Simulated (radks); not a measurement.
Values are calculated unless marked as measured or tabulated.
Neutral gold inside a hard spherical wall (all orbitals vanish at R), configuration held at [Xe] 4f14 5d10 6s1 and not refilled when levels cross. Level of theory: scalar-relativistic Kohn-Sham, LDA (Slater exchange, Perdew-Wang correlation), spin-unpolarised, spherical densities, point nucleus (a radial shooting solver on a logarithmic mesh with Libxc functionals). Eigenvalues in eV, with the zero of energy where the potential of the charges vanishes at infinity; a dash marks a level that is unbound or too diffuse for the functional's potential to be trusted. A positive occupied level is held by the wall or, in an anion where self-interaction has pushed it up, behind a barrier. The pressure on the wall is -dE/dV.

R (bohr)	E (hartree)	kinetic (hartree)	e(4f)	e(5p)	e(5d)	e(6s)	e(6p, empty)	e(7s, empty)	pressure (GPa)
free	-19001.3647	21260.422	-81.582	-60.061	-7.116	-6.083	-0.882	-	0
20	-19001.3647	21260.422	-81.582	-60.061	-7.116	-6.083	-0.882	0.183	< 0.0001
15	-19001.3647	21260.422	-81.582	-60.061	-7.116	-6.083	-0.874	0.447	< 0.0001
8	-19001.3636	21260.434	-81.513	-59.992	-7.051	-6.013	-0.405	3.917	0.0542
5	-19001.2967	21260.860	-79.808	-58.368	-5.569	-4.145	3.587	19.892	9.20
4	-19001.0586	21262.076	-76.262	-55.146	-2.584	0.105	10.418	41.504	70.5
3.5	-19000.6745	21263.836	-72.194	-51.597	0.858	5.488	18.338	63.808	222
3	-18999.7067	21267.963	-64.687	-45.304	7.403	16.738	33.994	103.90	790
2.5	-18996.9764	21279.020	-50.059	-33.441	20.991	42.816	68.109	182.68	3410
1.5	-18948.2797	21453.306	57.972	72.857	153.47	333.92	400.67	828.36	168000
